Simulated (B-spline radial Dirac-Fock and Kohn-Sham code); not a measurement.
Binding energies of Os at several levels of theory

System: neutral osmium, configuration [Xe] 4f14 5d6 6s2.

The density-functional columns are spherical, spin-unpolarised Dirac-Kohn-Sham results without Breit or QED terms: −ε is minus the orbital energy of the initial state and ΔSCF the difference of two total energies, and "half-occupied" is minus the orbital energy with half an electron removed (Slater transition state). The reference in the last column comes from multi-electron Dirac-Fock with separately optimised hole states, Breit and Lamb-shift corrections added in first order. All numbers are from a radial finite-basis atomic code, in eV; a selection of levels is shown. The Kohn-Sham columns are given as differences from the reference. For the 1s level of heavy atoms much of the gap between ΔSCF and the reference is the Breit and QED part, -381.9 eV here; for other levels the error of the functional can be larger.

| level | LDA −ε − DF | LDA ΔSCF − DF | LDA half-occupied − DF | PBE0 −ε − DF | PBE ΔSCF − DF | Dirac-Fock |
| --- | --- | --- | --- | --- | --- | --- |
| K | -203.5 | +370.1 | +371.3 | +11.7 | +432.8 | 73878.1 |
| L1 | -161.4 | -57.6 | -57.7 | -87.9 | -49.0 | 12985.6 |
| L2 | -111.8 | +22.8 | +22.6 | -53.3 | +26.8 | 12397.1 |
| L3 | -127.4 | -13.1 | -13.3 | -71.3 | -10.8 | 10883.2 |
| M1 | -84.7 | -55.8 | -56.0 | -50.5 | -53.5 | 3068.4 |
| M2 | -66.5 | -35.2 | -35.4 | -37.8 | -34.3 | 2807.8 |
| M3 | -65.9 | -37.8 | -38.0 | -39.0 | -37.4 | 2473.8 |
| M4 | -43.9 | -9.7 | -9.9 | -22.8 | -9.9 | 2043.0 |
| M5 | -45.2 | -12.2 | -12.4 | -24.3 | -12.4 | 1972.1 |
| N1 | -45.3 | -32.8 | -32.9 | -28.2 | -31.6 | 674.3 |
| N2 | -37.4 | -24.9 | -25.0 | -22.8 | -24.3 | 564.5 |
| N3 | -37.3 | -25.5 | -25.6 | -23.2 | -24.8 | 485.9 |
| N4 | -25.0 | -13.4 | -13.5 | -14.6 | -13.3 | 305.8 |
| N5 | -25.0 | -13.6 | -13.7 | -14.8 | -13.5 | 291.2 |
| N6 | -7.9 | +2.7 | +2.5 | -2.7 | +2.3 | 61.64 |
| N7 | -8.0 | +2.4 | +2.3 | -2.8 | +2.1 | 58.95 |
| O1 | -12.1 | -5.3 | -5.4 | -7.4 | -5.6 | 103.7 |
| O2 | -7.5 | -1.1 | -1.2 | -4.2 | -1.5 | 67.52 |
| O3 | -7.7 | -1.7 | -1.7 | -4.4 | -1.9 | 55.37 |
| O4,5 | -3.2 | +1.7 | +1.6 | -3.0 | +1.4 | 9.66 |
| P1 | -1.1 | +2.4 | +2.3 | -0.6 | +2.1 | 7.49 |

For the outermost level NIST gives 8.43823 eV (measured); the differences from it are LDA −ε -2.06, LDA ΔSCF +1.42, LDA half-occupied +1.39, PBE0 −ε -1.53, PBE ΔSCF +1.14, Dirac-Fock -0.95 eV.

Values without a named source are computed, but for edge energies of neutral atoms, which are taken from tables.
